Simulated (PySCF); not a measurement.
C₃H₇FO₂Si.
Numbering: `[F:1][CH2:2][SiH:3]1[O:4][CH2:5][CH2:6][O:7]1` (hydrogens: H8, H9 on C2; H10 on Si3; H11, H12 on C5; H13, H14 on C6)

Cartesian coordinates in Å at the PBE0-D3(BJ)/def2-SVP level; atoms count from 1:
```xyz
14
C3H7FO2Si angstrom
F      2.8374   -1.4282   -0.8814
C      2.2387   -0.3579   -0.2468
Si     0.4855   -0.8192    0.2684
O     -0.1902    0.3324    1.2830
C     -1.1989    1.0421    0.5868
C     -1.7098    0.1298   -0.5370
O     -0.6115   -0.6423   -0.9853
H      2.8348   -0.0821    0.6428
H      2.2352    0.5149   -0.9231
H      0.4853   -2.1718    0.8834
H     -0.7779    1.9752    0.1676
H     -2.0050    1.3187    1.2845
H     -2.1185    0.7119   -1.3779
H     -2.5107   -0.5357   -0.1640
```

Method used: core-valence-separated Tamm–Dancoff BHandHLYP/aug-pcX-1 (pcseg-1 on H, def2-SVPD on Si) in PySCF, non-relativistic, gas phase, PBE0-D3(BJ)/def2-SVP geometry. BHandHLYP without relativity tends to put these K edges a few eV too low, so spacings mean more than positions.

The lowest roots of each edge with f over 0.003 (five at most, numbered afresh; weaker and dark ones are left out), with transition dipoles (au) in the frame of the coordinates:

```tsv
root	edge	E (eV)	f	μx	μy	μz
1	C	285.89	0.0441	-0.0344	0.0608	0.0376
2	C	286.80	0.0344	-0.0344	0.0544	-0.0275
3	C	286.89	0.0429	0.0722	-0.0281	-0.0100
4	C	287.24	0.0213	0.0006	0.0259	0.0485
5	C	287.26	0.0109	-0.0151	-0.0071	-0.0355
6	O	532.87	0.0037	0.0063	-0.0066	-0.0141
7	O	532.95	0.0039	0.0042	-0.0046	0.0161
8	O	533.61	0.0191	-0.0243	0.0278	0.0100
9	O	533.79	0.0318	-0.0376	0.0268	-0.0173
10	O	533.88	0.0122	-0.0272	0.0136	0.0026
11	F	684.52	0.0278	-0.0205	0.0299	0.0187
12	F	686.62	0.0070	-0.0080	0.0162	0.0096
13	F	687.22	0.0034	-0.0059	-0.0092	-0.0092
14	F	687.94	0.0037	-0.0098	0.0055	0.0097
15	F	688.12	0.0035	0.0062	0.0126	-0.0036
```

Question: Molecules are fixed in this frame and the field points along y. What effective strengths 3 f cos²θ do the roots have (θ between field and μ)?

Answer: root 1 (C2): 0.078, root 2 (C5): 0.062, root 3 (C6): 0.017, root 4 (C5/C6): 0.014, root 5 (C5/C6): 0.001, root 6 (O4): 0.002, root 7 (O7): 0.001, root 8 (O7): 0.030, root 9 (O4): 0.028, root 10 (O7): 0.007, root 11 (F1): 0.045, root 12 (F1): 0.013, root 13 (F1): 0.004, root 14 (F1): 0.002, root 15 (F1): 0.008. Root 1 is the strongest. Averaged over all orientations cos²θ is 1/3, which gives f back.

Time: 53 s wall; peak memory 0.97 GiB. Hardware: one thread of an Arm Neoverse N1, shared host with 64 logical CPUs at a one-minute load of 62.

One conformer stands for the species.
